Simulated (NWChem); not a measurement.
# Si2H4OClF; SMILES O[Si@@H](F)[SiH2]Cl

```xyz
9

O      1.5331     1.3849    -0.5457
Si     0.1744     1.1832     0.3701
F     -0.8529     2.4256     0.1328
Si    -0.8599    -0.7685    -0.3971
Cl     0.3244    -2.3646     0.2152
H      2.1926     2.0220    -0.2539
H      0.4883     1.1824     1.8276
H     -2.2165    -0.9355     0.1998
H     -0.9700    -0.7863    -1.8835
```
Atoms are numbered in this order, from 1.

All runs: NWChem. All runs use the structure optimised with PBE0/def2-SVP. Total energies of different functionals are on different scales.

| level | energy (Ha) | highest occupied level (eV) | orbital gap (eV) | dipole (D) | relative time |
|---|---|---|---|---|---|
| PBE/def2-TZVP | -1216.2642 | -7.01 | 5.30 | 1.33 | 1 |
| B3LYP/def2-TZVP | -1216.9905 | -8.07 | 7.05 | 1.33 | 1 |
| CAM-B3LYP/def2-TZVP | -1216.9150 | -9.59 | 9.82 | 1.35 | 10 |
| BLYP/def2-TZVP | -1216.8990 | -6.90 | 5.37 | 1.33 | 1 |
| PBE0/def2-TZVP | -1216.3595 | -8.27 | 7.42 | 1.33 | 1 |
| PW6B95/def2-TZVP | -1217.9936 | -8.35 | 7.52 | 1.32 | 1 |

Relative times are rough (shared machine, one core).
